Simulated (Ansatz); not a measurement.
Relaxation of BClH4O2 (8 atoms, charge 0, multiplicity 1), to a largest force component of 0.03 eV/Å in at most 50 steps.

All numbers below come from RKS PBE/def2-SVP in Ansatz.

```xyz
8
Properties=species:S:1:pos:R:3:forces:R:3
B -0.023 0.527 -0.369 -0.01 0.85 0.03
H 0.034 -0.222 1.911 0.29 -1.90 0.28
O 1.222 0.009 -0.523 -0.04 -0.02 -0.02
H 1.201 -0.886 -0.903 0.01 0.00 0.01
Cl -1.485 -0.397 -0.872 0.00 0.00 0.00
O -0.142 1.813 0.132 0.02 -0.59 -0.50
H -1.074 2.090 0.159 0.00 0.02 0.01
H -0.082 0.490 1.912 -0.28 1.66 0.21
```

Question: Where does it end, and by what steps?

Answer: It converged. The force dipped under the threshold on the way, but the program's further checks kept it going. After 27 steps the energy has fallen by 0.225 eV; H2 moved furthest, 1.69 Å.

```
step  energy less start (eV)  largest force component (eV/Å)  accepted
   0                  0.0000                           1.905       yes
   1                 -0.1369                           0.368       yes
   2                 -0.1718                           0.278       yes
   3                 -0.1920                           0.159       yes
   4                 -0.1962                           0.221       yes
   5                 -0.2000                           0.117       yes
   6                 -0.1759                           1.040        no
   7                 -0.2040                           0.073       yes
   8                 -0.2038                           0.401        no
   9                 -0.2061                           0.060       yes
  10                 -0.2078                           0.083       yes
  11                 -0.2094                           0.149       yes
  12                 -0.2108                           0.256       yes
  13                 -0.2151                           0.155       yes
  14                 -0.2183                           0.122       yes
  15                 -0.2203                           0.145       yes
  16                 -0.2209                           0.223       yes
  17                 -0.2224                           0.111       yes
  18                 -0.2233                           0.042       yes
  19                 -0.2240                           0.031       yes
  20                 -0.2226                           0.239        no
  21                 -0.2243                           0.029       yes
  22                 -0.2245                           0.039       yes
  23                 -0.2246                           0.031       yes
  24                 -0.2247                           0.027       yes
  25                 -0.2247                           0.029       yes
  26                 -0.2248                           0.033       yes
  27                 -0.2248                           0.030       yes
```

```xyz
8
Properties=species:S:1:pos:R:3
B 0.043 0.413 -0.767
H -0.320 0.414 3.434
O 1.282 -0.017 -1.119
H 1.255 -0.647 -1.859
Cl -1.423 -0.170 -1.647
O -0.076 1.297 0.262
H -1.001 1.545 0.428
H -0.109 0.588 2.715
```

Whether the end is a true minimum wasn't checked by a vibrational analysis.

The run took 47 s on 1 thread of Arm Neoverse V2, with other jobs on the host, peak memory 0.14 GiB.
